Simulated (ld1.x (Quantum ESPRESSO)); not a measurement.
**How hard is this Co TM potential?**

Co (Z = 27), norm-conserving Troullier–Martins (Kleinman–Bylander form), made with ld1.x (Quantum ESPRESSO) 7.5 (PBE, scalar-relativistic). Core [Ne] 3s2, reference 3p6 3d7 4s1.5 4p0 (charge +0.5). Waves: 4s (bound): rc 2.30 bohr; 3d (bound): rc 1.70 bohr; 3p (bound): rc 0.70 bohr. Local part: the p channel. Core correction: none.

The pseudo-atom Hamiltonian at the reference potential is diagonalised in spherical Bessel functions j_l(qr) that vanish at 20 bohr, with q² up to the cutoff. All-electron valence levels (Ry): 4s -0.6607, 3d -0.9107, 3p -5.1342, 4p -0.3091.

**Question.** How do the lowest levels (Ry) of each channel move with the cutoff, and are there ghosts?

**Answer.**

```tsv
cutoff (Ry)	s #1	s #2	s #3	d #1	p #1	p #2	f #1	Σ f·Δε (mRy)
8	-0.6581	-0.2258	-0.1063	-0.0567	-1.8193	-0.1634	0.0345	25872.1
25	-5.6442	-0.6605	-0.1121	-0.0834	-4.3840	-0.2726	0.0345	10293.1
50	-6.2499	-0.6607	-0.1121	-0.6816	-5.0895	-0.3069	0.0345	1872.9
100	-6.2799	-0.6607	-0.1121	-0.9103	-5.1215	-0.3091	0.0345	80.3
180	-6.2908	-0.6607	-0.1121	-0.9107	-5.1338	-0.3096	0.0345	3.4
400	-6.2920	-0.6607	-0.1121	-0.9107	-5.1343	-0.3096	0.0345	0.0
```

Result: ghost state, extra bound levels that the all-electron valence spectrum of the same l lacks: s at -85.6 eV (a true bound ghost makes a file unfit for plane-wave use); 10 mRy is reached at 160 Ry and 1 mRy at 300 Ry.

2 of 7 tests not solved or not reliable.
